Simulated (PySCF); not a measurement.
**YbB at ROHF-SCS-MP2**

Level: ROHF-SCS-MP2. basis Yb x2c-SVPall, B x2c-SVPall; spin-free X2C with a Gaussian nucleus; PySCF 2.14.

```
state                          : doublet, about 13.9 electrons in the 4f shell (Mulliken)
bond length                    : 275.7 pm
harmonic wavenumber            : 218 cm⁻¹
force constant                 : 0.291 mdyn/Å
rotational constant Be         : 0.2141 cm⁻¹
anharmonicity ωexe             : 6.31 cm⁻¹
vibration–rotation constant αe : 0.00511 cm⁻¹
```

Correlated steps freeze 19 core orbitals. These are scalar-relativistic numbers at best; spin–orbit coupling would shift them, the dissociation energy most. The state is the lowest single determinant that the PBE0 search found; with open d or f shells the true ground state can be another one.
